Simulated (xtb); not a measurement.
I2Sb (SMILES [I][Sb][I]), doublet, at a GFN2-xTB geometry (the spin is typed, not shown lowest), atoms displaced at random by about 0.02 Å a coordinate. Base run: GFN2-xTB (xtb).

The xtb input:
```
$ xtb mol.xyz --gfn 2 --uhf 1 --opt --json

# file mol.xyz
3

Sb     1.05936753     0.52052545     0.28484373
I     -0.88366730     1.26651599    -1.52704539
I     -0.13183228    -1.78529585     1.23425508
```

Variants of this job, named by their change:

```json
[
 {"change": "base", "ΔE vs base (kJ/mol)": "0.00", "optimiser steps": "7"},
 {"change": "opt level = loose", "ΔE vs base (kJ/mol)": "0.12", "optimiser steps": "1"},
 {"change": "opt level = tight", "ΔE vs base (kJ/mol)": "0.00", "optimiser steps": "7"},
 {"change": "alpb = methanol", "ΔE vs base (kJ/mol)": "-34.3", "optimiser steps": "1"},
 {"change": "opt level = lax", "ΔE vs base (kJ/mol)": "0.00", "optimiser steps": "7"},
 {"change": "opt level = crude", "ΔE vs base (kJ/mol)": "0.12", "optimiser steps": "1"},
 {"change": "engine = lbfgs", "ΔE vs base (kJ/mol)": "0.00", "optimiser steps": "-"},
 {"change": "opt level = sloppy", "ΔE vs base (kJ/mol)": "0.12", "optimiser steps": "1"},
 {"change": "opt level = vtight", "ΔE vs base (kJ/mol)": "0.00", "optimiser steps": "7"},
 {"change": "alpb = dmso", "ΔE vs base (kJ/mol)": "-44.8", "optimiser steps": "1"}
]
```
